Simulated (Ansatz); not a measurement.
Start from `CN([SiH2]O)[SiH](O)F` and change one atom or group to get `CN([SiH2]O)[SiH](F)F`.

Ansatz, PBE0-D4/def2-TZVP geometries, multiplicity 1. Each molecule was computed in one conformer, which needn't be the lowest.

```csv
property,`CN([SiH2]O)[SiH](O)F`
HOMO–LUMO gap (PBE0/def2-TZVPP) / eV,7.66
HOMO energy (ωB97M-V/def2-TZVPP) / eV,-9.73
HOMO–LUMO gap (B3LYP/def2-TZVPP) / eV,7.13
LUMO energy (ωB97M-V/def2-TZVPP) / eV,1.76
HOMO–LUMO gap (ωB97M-V/def2-TZVPP) / eV,11.49
LUMO energy (B3LYP/def2-TZVPP) / eV,-0.09
```

Q: Give the same properties after the change, and the shifts. (Best estimate.)

A: Ansatz gave: 
| property | `CN([SiH2]O)[SiH](F)F` | shift |
| --- | --- | --- |
| HOMO–LUMO gap (PBE0/def2-TZVPP) / eV | 8.19 | 0.53 |
| HOMO energy (ωB97M-V/def2-TZVPP) / eV | -10.29 | -0.56 |
| HOMO–LUMO gap (B3LYP/def2-TZVPP) / eV | 7.65 | 0.52 |
| LUMO energy (ωB97M-V/def2-TZVPP) / eV | 1.73 | -0.03 |
| HOMO–LUMO gap (ωB97M-V/def2-TZVPP) / eV | 12.02 | 0.53 |
| LUMO energy (B3LYP/def2-TZVPP) / eV | -0.07 | 0.02 |

B3LYP here is the variant with VWN-RPA as its local correlation; programs differ in this.
